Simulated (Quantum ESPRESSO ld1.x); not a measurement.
Results of a calculation; reference values are marked as such.
Numerical settings for the phosphorus ion P+, [Ne] 3s2 3p2. Code: ld1.x of Quantum ESPRESSO 7.5. Model: scalar-relativistic Kohn-Sham, LDA (Slater exchange, Perdew-Wang correlation), spin-polarised, spherical densities, point nucleus; open shells are filled with parallel spins first. With the defaults (dx = 0.008, xmin = -8.0, rmax = 100, beta = 0.2, tr2 = 1e-14) the mesh has 1915 points, the cycle takes 23 iterations, E = -340.460825 hartree and the 3p up eigenvalue is -0.55100 hartree. The mesh is r = exp(xmin + i dx)/Z up to rmax; beta is the mixing and tr2 the threshold. One setting is changed at a time.

dx = 0.0125: mesh points 1227; iterations 23; change of E (mhartree) 0.000; change of e(3p) (mhartree) 0.000
dx = 0.02: mesh points 767; iterations 23; change of E (mhartree) -0.001; change of e(3p) (mhartree) 0.000
xmin = -4: mesh points 1415; iterations 25; change of E (mhartree) +241.445; change of e(3p) (mhartree) -0.184
xmin = -5: mesh points 1541; iterations 27; change of E (mhartree) +24.214; change of e(3p) (mhartree) -0.018
rmax = 30: mesh points 1765; iterations 23; change of E (mhartree) 0.000; change of e(3p) (mhartree) 0.000
rmax = 150: mesh points 1965; iterations 23; change of E (mhartree) 0.000; change of e(3p) (mhartree) 0.000
beta = 1: mesh points 1915; iterations 10; change of E (mhartree) +0.001; change of e(3p) (mhartree) 0.000
beta = 0.05: mesh points 1915; iterations 52; change of E (mhartree) +0.001; change of e(3p) (mhartree) 0.000
tr2 = 0.0001: mesh points 1915; iterations 7; change of E (mhartree) +32.835; change of e(3p) (mhartree) +0.246
tr2 = 1e-06: mesh points 1915; iterations 9; change of E (mhartree) -0.500; change of e(3p) (mhartree) +0.176
